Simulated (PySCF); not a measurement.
Task: What does the PBE0-D3(BJ)/def2-SVP structure of `CCCC1=NN(C)C(Cl)=C1` look like in three dimensions?

Result: 
Z-matrix in Å and degrees, rows numbered from 1:
```
C 
C   1  1.5196
C   2  1.5313  1  113.47
C   3  1.4940  2  113.42  1   -62.79
C   4  1.4162  3  127.94  2   -70.05
C   5  1.3801  4  103.70  3   178.01
Cl  6  1.7077  5  130.84  4   179.59
N   6  1.3546  5  107.82  4    -0.11
C   8  1.4389  6  127.79  5   179.78
N   4  1.3293  3  121.04  2   107.56
H   1  1.1010  2  111.24  3    58.77
H   1  1.1007  2  111.44  3   179.25
H   1  1.1018  2  111.12  3   -60.48
H   2  1.1032  1  109.90  3   121.80
H   2  1.1042  1  109.70  3  -122.19
H   3  1.1024  2  109.36  1   174.92
H   3  1.1014  2  109.94  1    57.72
H   5  1.0866  4  129.17  3    -2.30
H   9  1.1002  8  111.05  6    62.01
H   9  1.1000  8  110.97  6   -59.13
H   9  1.0954  8  106.82  6  -178.57
```

The 5-membered ring C4–C5–C6–N8–N10 has internal angles of 103.7° to 111.3°; it is planar, 0.00 Å rms from its mean plane, widest ring torsion 0°. N10 (pyridine-type nitrogen) is bent (angle 106.2°). The C–N distances run from 1.329 Å (C4–N10, aromatic) to 1.439 Å (N8–C9, drawn single), a spread of 0.110 Å. The C–C distances run from 1.380 Å (C5–C6, aromatic) to 1.531 Å (C2–C3, drawn single), a spread of 0.151 Å.

The calculation used PBE0-D3(BJ)/def2-SVP geometry optimisation, gas phase (PySCF).

Point group: C1 (no symmetry element, even within 0.4 Å). No PBE0-D3(BJ)/def2-SVP frequencies stand behind this structure, so it isn't proved a minimum. The numbers are those of one conformer (C1–C2–C3–C4 -63°, C2–C3–C4–C5 -70°).

Hardware: one thread of an Arm Neoverse V1, on a shared host. Cost: 2.9 min of wall time, 0.91 GiB resident at most. That covers the optimisation of the geometry.
